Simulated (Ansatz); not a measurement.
Reaction (SMILES): [SiH3]OB(O)[O-] → OB(O)O[SiH2-]

Quantity: isomerisation energy (enthalpy at 298 K), in kcal/mol. Set-up: non-relativistic; 6-311+G** with 5d, 6d on Na to Ar in Ansatz (a program for electronic structure); no spin-orbit coupling; 6-31G* and kin with 6d, 5d where marked; no dispersion term unless named; valence correlation only. CBS marks a two-point X^-3 extrapolation of the correlation energy; Hartree-Fock from the larger set. First-principles rows: single points at B3LYP-D3(BJ) geometries (Ansatz), with unscaled harmonic terms from B3LYP/6-31G* (Ansatz) at its own minima. Anions need diffuse functions, which STO-3G, LANL2DZ, def2-SVP, cc-pVDZ and Pople sets without + lack.

Coupled cluster (Ansatz) is a level with limits of its own, used here on species with T1 under 0.025 (0.045 for open shells) and stable references: CCSD(T)/CBS(aug-cc-pV(T+d)Z,aug-cc-pV(Q+d)Z).

Value to compare with, CCSD(T)/CBS(aug-cc-pV(T+d)Z,aug-cc-pV(Q+d)Z) (Ansatz): 20.1 kcal/mol.

| level | program | isomerisation energy (enthalpy at 298 K) (kcal/mol) | difference |
|---|---|---|---|
| HF/6-311+G** | Ansatz | 11.8 | -8.3 |
| B3LYP/6-31G | Ansatz | -4.0 | -24.1 |
| B3LYP/6-31G* | Ansatz | 16.8 | -3.3 |
| B3LYP/def2-SVP | Ansatz | 13.5 | -6.6 |
| B3LYP/6-311+G** | Ansatz | 12.3 | -7.8 |
| MP2/STO-3G | Ansatz | 17.9 | -2.2 |
| MP2/3-21G | Ansatz | 2.5 | -17.6 |
| B3LYP-D3(BJ)/def2-TZVPD | Ansatz + dftd3 | 16.8 | -3.3 |
| wB97M-V/def2-TZVPD | Ansatz | 19.2 | -0.9 |

Among the 7 habitual levels, B3LYP/6-31G lies farthest from CCSD(T)/CBS(aug-cc-pV(T+d)Z,aug-cc-pV(Q+d)Z) (Ansatz) (-24.1 kcal/mol) and MP2/STO-3G nearest (-2.2); 0 of 7 lie above it, and their mean absolute difference is 10.0 kcal/mol, the median 7.8. One case shows no general order.

The levels are drawn from those run, B3LYP/6-31G* more often than the rest, none by its result; left out are runs that failed, that the program found above a lower state of the same kind, or whose <S^2> lies over 0.5 above the pure value.
